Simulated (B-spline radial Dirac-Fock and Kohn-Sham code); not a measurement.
Relativistic shifts of the levels of Nd³¹⁺

System: the Nd³¹⁺ ion in the configuration [Ar] 3d10 4s1.

Both columns are ΔSCF binding energies of the configuration average from a radial finite-basis atomic code: non-relativistic Hartree-Fock with a point nucleus, and Dirac-Fock with a finite nucleus and the Coulomb interaction alone, averaged over the two j levels with weights 2j+1.

```
shell  Hartree-Fock (eV)  Dirac-Fock (eV)  shift (eV)  shift (%)
   1s            42664.8          44937.5    +2272.70      +5.33
   2s             7726.9           8313.5     +586.62      +7.59
   2p             7372.0           7562.0     +189.97      +2.58
   3p             2372.8           2427.9      +55.10      +2.32
   3d             2093.2           2088.8       -4.36      -0.21
   4s             1190.4           1238.1      +47.74      +4.01
```

Relativity binds 1s, 2s, 2p, 3p, 4s more strongly, among those listed most of all 2s in relative terms, and 3d more weakly, because the contracted s and p shells screen the nucleus better.

Values without a named source are computed, but for edge energies of neutral atoms, which are taken from tables.
